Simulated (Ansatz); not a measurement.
Two isomers of C2H8BFSi: A = `CB([SiH3])CF`, B = `CB(C)[SiH2]F`.

Computed with Ansatz on PBE0-D4/def2-TZVP structures; ΔE is electronic, products minus reactants. CCSD(T)/CBS is the MP2 limit (def2-TZVPP, def2-QZVPP) plus CCSD(T) − MP2 in def2-TZVPP, frozen cores. DFT in def2-TZVPP. B3LYP here is the variant with VWN-RPA as its local correlation; programs differ in this. Each species was taken in one conformer, which may not be the lowest.

A:

Z-matrix (Å, degrees):
```
C
B 1 1.560
H 1 1.093 2 115.5
H 1 1.097 2 109.6 3 -122.9
H 1 1.097 2 109.8 3 123.2
Si 2 2.026 1 122.6 3 -179.5
C 2 1.558 1 118.2 3 0.5
H 6 1.490 2 110.2 1 119.7
H 6 1.490 2 110.4 1 -121.1
H 6 1.491 2 112.2 1 -0.6
F 7 1.390 2 115.7 1 179.9
H 7 1.101 2 109.6 1 57.6
H 7 1.101 2 109.6 1 -57.9
```

B:

Z-matrix (Å, degrees):
```
C
B 1 1.558
H 1 1.092 2 114.9
H 1 1.103 2 104.8 3 114.8
H 1 1.093 2 114.5 3 -129.0
C 2 1.561 1 121.1 3 148.1
Si 2 2.021 1 120.9 3 -32.4
H 6 1.092 2 116.3 1 156.0
H 6 1.094 2 113.6 1 27.5
H 6 1.103 2 104.7 1 -87.4
F 7 1.612 2 112.5 1 7.0
H 7 1.492 2 111.8 1 127.3
H 7 1.492 2 111.1 1 -112.9
```

Problem. Which isomer does CCSD(T)/CBS put lower? Give the gap. (Best estimate.)

Solution. Computed: B, by 224.2 kJ/mol.

Problem. Give E(B) − E(A) in kJ/mol with B3LYP, B3LYP-D4, HF/def2-TZVPP, r2SCAN-D4, MP2/def2-TZVPP, CCSD(T)/def2-TZVPP, CCSD/def2-TZVPP. (Best estimate.)

Solution. Ansatz gave: B3LYP -214.9, B3LYP-D4 -214.8, HF/def2-TZVPP -221.5, r2SCAN-D4 -217.4, MP2/def2-TZVPP -231.6, CCSD(T)/def2-TZVPP -219.4, CCSD/def2-TZVPP -220.6. None reverses the order clearly.

Largest T1 diagnostic: 0.012.

From PBE to PBE0 (25 % exact exchange), in def2-TZVPP and without D4, E(B) − E(A) moves by −6.1 kJ/mol.
